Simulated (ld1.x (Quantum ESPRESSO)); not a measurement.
gallium: ultrasoft pseudisation with BLYP, fully relativistic reference atom.

- Element: Ga
- Generator: ld1.x (Quantum ESPRESSO) 7.5
- Type: ultrasoft
- Functional: BLYP
- Relativity: fully relativistic
- Frozen core: [Ar] 3d10
- Valence charge: 3
- Reference configuration: 4s2 4p1
- Partial waves: 4s (bound): rcut 1.65, rcutus 1.85 bohr; 4s channel at 0.2 Ry: rcut 1.65, rcutus 1.85 bohr; 4p (bound): rcut 1.80, rcutus 2.30 bohr; 4p channel at 2.6 Ry: rcut 1.80, rcutus 2.30 bohr; 4d channel at -0.1 Ry: rc 1.75 bohr
- Local potential: the d channel
- Core correction: a·sin(br)/r model core inside 0.95 bohr
- Augmentation charge: PSQ, radius 1.70 bohr

Open shells are filled in proportion to 2j + 1 (rel_dist='average').

All-electron outer shells of the reference configuration (BLYP, scalar-relativistic, ld1.x):

```
shell  level (eV)  outermost node (bohr)  outermost maximum (bohr)
   3p      -98.64                   0.24                      0.56
   3d      -19.04                      –                      0.53
   4s       -8.91                   0.81                      1.87
   4p       -2.51                   0.87                      2.53
```

(1) Is the overlap operator S = 1 + Σ q|β⟩⟨β| positive definite (Bessel basis up to 400 Ry)?

(2) Tests: 4s2 4p0; 4s1 4p0; 4s2 4p0.5; 4s0 4p3; 4s1 4p1; 4s2 4p1.3; 4s1 4p2. Which has the largest error in its energy relative to the reference configuration, and how large is it?

Answers

(1) No: its lowest eigenvalue is -101.603, in the p1/2 channel, so the generalised eigenproblem breaks down once the basis is large enough.

(2) 4s1 4p0, with -183 meV (all-electron minus pseudo) on +26.91 eV.

The ghost test of this file was not conclusive. Its overlap operator is not positive definite in a basis up to 400 Ry (lowest eigenvalue s -5.33, p1/2 -101.60, p3/2 -64.96), so the file is unfit for use: the generalised eigenproblem breaks down once the basis is large enough, and its test numbers describe a broken file.
